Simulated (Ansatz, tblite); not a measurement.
Forces on the cluster K3O⁺ at its r2SCAN-D4/def2-TZVP geometry. Total charge 1; singlet.

The xTB rows come from tblite. Correlated methods freeze 16 core orbitals; core or outer-core shells of K are correlated, in sets that lack core-valence functions. The structure comes from a short search, and lower isomers may exist.

GFN1-xTB (tblite), largest force 0.46 eV/Å:

```xyz
4
positions Å, forces eV/Å
K     1.889   -0.525    1.314   -0.366    0.102   -0.254
K    -1.319   -1.731   -0.915    0.255    0.335    0.177
K    -0.569    2.256   -0.401    0.110   -0.437    0.078
O    -0.001    0.000    0.001    0.001    0.000   -0.001
```

GFN2-xTB (tblite), largest force 0.08 eV/Å:

```
K -0.062 0.018 -0.046
K 0.045 0.058 0.029
K 0.020 -0.076 0.012
O -0.003 0.000 0.005
```

PBE-QIDH/def2-TZVP (Ansatz), largest force 0.02 eV/Å:

```
K -0.017 0.005 -0.011
K 0.011 0.016 0.009
K 0.004 -0.020 0.004
O 0.002 0.000 -0.002
```
